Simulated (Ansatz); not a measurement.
System: B$_{2}$, net charge 0, triplet state. 
Coordinates optimised at B3LYP-D3(BJ)/def2-TZVP (Ansatz, a first-principles code):
SMILES: B#B
```xyz
2

B      0.0000     0.0000    -0.7840
B      0.0000     0.0000     0.7840
```
Charge 0, spin multiplicity 3.

Basis-set convergence of Hartree-Fock and CCSD correlation energies (hartree) with Ansatz. Correlated levels leave the core frozen unless marked. UHF or UKS for open shells. Spin-orbit coupling is left out. No relativistic terms. The program attaches cautions to a run behind CCSD/def2-SVP: large difference. The program attaches cautions to a run behind CCSD/def2-TZVPP: large difference. The program attaches cautions to a run behind CCSD/def2-QZVPP: large difference.

The UHF reference is spin-contaminated (<S^2> 0.91 over the pure value in the largest basis). The T1 diagnostic of CCSD in the largest basis is 0.070, which is high, so the coupled-cluster rows are less sure than usual.

```
basis       functions      E(HF)  E(corr, CCSD)
----------  ---------  ---------  -------------
def2-SVP           28  -49.09540       -0.11071
def2-TZVPP         62  -49.15245       -0.12861
def2-QZVPP        114  -49.15413       -0.13393
```

Extrapolating the two largest sets (X = 3 and 4) as X^-3: E(corr) = (64·(-0.13393) - 27·(-0.12861))/37 = -0.1378 Eh, an estimate of the basis-set limit. The largest set recovers 97.2 % of it, the smallest 80.3 %.
